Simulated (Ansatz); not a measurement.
`Sc1ccc(-c2ccc(-c3ccc(-c4ccc(-c5ccc(-c6ccc(S)cc6)cc5)cc4)cc3)cc2)cc1`. Total charge 0; triplet. Geometry PBE-D4/def2-SVP, that of the neutral singlet; atoms count from 1.

```xyz
64

S    -0.471   12.277    6.840
C    -0.438   10.759    5.923
C     0.267    9.668    6.477
C     0.324    8.447    5.801
C    -0.312    8.261    4.551
C    -0.248    6.965    3.839
C    -0.196    5.740    4.545
C    -0.139    4.516    3.873
C    -0.134    4.452    2.460
C    -0.079    3.155    1.749
C    -0.718    2.974    0.500
C    -0.670    1.749   -0.170
C     0.018    0.640    0.375
C     0.064   -0.660   -0.333
C     0.092   -1.882    0.377
C     0.131   -3.109   -0.290
C     0.147   -3.177   -1.703
C     0.187   -4.477   -2.409
C     0.861   -4.623   -3.643
C     0.900   -5.852   -4.309
C     0.264   -6.997   -3.778
C     0.303   -8.298   -4.483
C     0.336   -8.368   -5.895
C     0.372   -9.594   -6.568
C     0.380  -10.804   -5.844
S     0.423  -12.402   -6.612
C     0.349  -10.752   -4.433
C     0.310   -9.521   -3.773
C    -0.412   -6.850   -2.544
C    -0.449   -5.623   -1.877
C     0.122   -1.955   -2.413
C     0.080   -0.728   -1.745
C     0.658    0.821    1.622
C     0.611    2.047    2.292
C    -0.185    5.676    1.755
C    -0.240    6.900    2.426
C    -1.012    9.363    4.010
C    -1.079   10.590    4.678
H    -1.202   12.985    5.935
H     0.785    9.782    7.442
H     0.903    7.622    6.243
H    -0.239    5.747    5.644
H    -0.138    3.583    4.457
H    -1.297    3.802    0.065
H    -1.212    1.636   -1.121
H     0.063   -1.869    1.477
H     0.167   -4.039    0.297
H     1.400   -3.764   -4.071
H     1.470   -5.935   -5.247
H     0.304   -7.441   -6.486
H     0.383   -9.608   -7.669
H     0.474  -11.952   -7.897
H     0.366  -11.685   -3.848
H     0.314   -9.509   -2.672
H    -0.953   -7.708   -2.117
H    -1.017   -5.539   -0.938
H     0.116   -1.968   -3.513
H     0.079    0.203   -2.332
H     1.236   -0.007    2.059
H     1.153    2.160    3.242
H    -0.143    5.669    0.655
H    -0.239    7.833    1.842
H    -1.544    9.252    3.053
H    -1.645   11.421    4.230
```

Single mean-field runs in def2-SVP are fitted with def2-universal-jkfit. At PBE0-D4/def2-SVP a singlet of charge 0 lies 3.02 eV below the triplet at the same geometry.

Problem. Estimate the Mulliken populations of the heavy atoms from the PBE0/def2-SVP orbitals of Ansatz.

Solution. 
```csv
atom,charge (e),spin (α − β)
S1,0.01,0.02
C2,-0.11,0.08
C3,0.00,-0.04
C4,-0.04,0.07
C5,0.02,-0.05
C6,0.03,0.26
C7,-0.04,-0.08
C8,-0.04,0.15
C9,0.02,0.02
C10,0.03,0.38
C11,-0.04,0.05
C12,-0.03,0.05
C13,0.02,0.38
C14,0.02,0.03
C15,-0.03,0.15
C16,-0.03,-0.08
C17,0.03,0.27
C18,0.03,-0.05
C19,-0.04,0.07
C20,-0.04,-0.05
C21,0.03,0.10
C22,0.02,-0.02
C23,-0.04,0.02
C24,-0.02,-0.01
C25,-0.10,0.03
S26,0.01,0.01
C27,0.00,-0.01
C28,-0.04,0.02
C29,-0.04,-0.05
C30,-0.04,0.07
C31,-0.03,-0.08
C32,-0.03,0.15
C33,-0.03,0.05
C34,-0.04,0.05
C35,-0.04,0.15
C36,-0.04,-0.08
C37,-0.04,0.07
C38,-0.02,-0.04
```
Mulliken values depend strongly on the basis.

Problem. Where does the spin sit?

Solution. Summed by element: S 0.03, C 2.01, H -0.04, of 2 unpaired in all. Largest on single atoms: C10 0.38, C13 0.38, C17 0.27.

Problem. And the Mayer bond orders between heavy atoms (over 0.3, the first 40 of 43)?

Solution. S1–C2 1.06 (1.77 Å); C2–C3 1.34 (1.41 Å); C2–C38 1.36 (1.41 Å); C3–C4 1.46 (1.40 Å); C4–C5 1.34 (1.41 Å); C5–C6 1.06 (1.48 Å); C5–C37 1.34 (1.41 Å); C6–C7 1.29 (1.41 Å); C6–C36 1.29 (1.41 Å); C7–C8 1.48 (1.40 Å); C8–C9 1.25 (1.41 Å); C9–C10 1.18 (1.48 Å); C9–C35 1.25 (1.41 Å); C10–C11 1.16 (1.41 Å); C10–C34 1.16 (1.41 Å); C11–C12 1.58 (1.40 Å); C12–C13 1.16 (1.41 Å); C13–C14 1.18 (1.48 Å); C13–C33 1.16 (1.41 Å); C14–C15 1.25 (1.41 Å); C14–C32 1.25 (1.41 Å); C15–C16 1.48 (1.40 Å); C16–C17 1.28 (1.41 Å); C17–C18 1.06 (1.48 Å); C17–C31 1.28 (1.41 Å); C18–C19 1.33 (1.41 Å); C18–C30 1.33 (1.41 Å); C19–C20 1.43 (1.40 Å); C20–C21 1.34 (1.41 Å); C21–C22 1.03 (1.48 Å); C21–C29 1.34 (1.41 Å); C22–C23 1.36 (1.41 Å); C22–C28 1.36 (1.41 Å); C23–C24 1.43 (1.40 Å); C24–C25 1.37 (1.41 Å); C25–S26 1.06 (1.77 Å); C25–C27 1.35 (1.41 Å); C27–C28 1.45 (1.40 Å); C29–C30 1.43 (1.40 Å); C31–C32 1.48 (1.40 Å).
